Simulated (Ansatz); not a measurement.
A single point on C₂H₄FNOSi (`OC1([SiH3])N=C1F`).

```yaml
crystal:
  periodic: [false, false, false]
  atoms:
    - {symbol: O, position_ang: [1.348615, 0.127029, 1.029271]}
    - {symbol: C, position_ang: [0.341689, 0.247125, 0.103359]}
    - {symbol: Si, position_ang: [-0.674383, -1.338247, -0.040535]}
    - {symbol: N, position_ang: [0.701137, 0.989450, -1.278450]}
    - {symbol: C, position_ang: [-0.035021, 1.508053, -0.428873]}
    - {symbol: F, position_ang: [-0.643248, 2.650338, -0.244162]}
    - {symbol: H, position_ang: [1.835930, 0.955387, 1.107433]}
    - {symbol: H, position_ang: [-1.305406, -1.645365, 1.266975]}
    - {symbol: H, position_ang: [-1.713403, -1.100655, -1.070435]}
    - {symbol: H, position_ang: [0.227087, -2.444416, -0.441581]}
basis:
  gaussian: {orbitals: def2-QZVPP}
correlation: {method: mp2}
```

```sh
$ ansatz run in.yaml --threads 4 --pin off --events-out ev --progress --plain --max-ram 10444MiB
```

It prints (some lines left out):

```
Functional definition: HF
2905 factors; integrals over basis functions are off by at most 6.5e-4 eV
mean field evaluation 1: about -16208.2775 eV, gradient 4.3e1 eV
mean field evaluation 2: about -16208.4581 eV, gradient 4.3e1 eV
mean field evaluation 4: about -16212.6388 eV, gradient 5.3e0 eV
mean field evaluation 8: about -16212.7444 eV, gradient 5.0e-1 eV
mean field evaluation 16: about -16212.7456 eV, gradient 2.1e-6 eV
mean field -16212.74562496 eV, -595.8074123238 hartree, gradient 2.1e-6 eV, S^2 0.000000; 0 other end points of the search recorded, 0 dependent functions left out
10 core orbitals not correlated: weight in the atoms' cores, before any rotation towards them, 1.000 or more for the frozen orbitals, at most 0.000 for the correlated occupied ones
reference -16212.74562496 eV, -595.8074123238 hartree; 17, 17 occupied and 448, 448 virtual orbitals, 2905 factors
second order -32.80629044 eV of doubles, -0.00000000 eV of singles
Total energy: -16245.55191540 eV, -597.0130212604 hartree
```

Run time 21 s (4 threads of an Arm Neoverse V2 on a shared host); peak host memory 2.9 GiB.
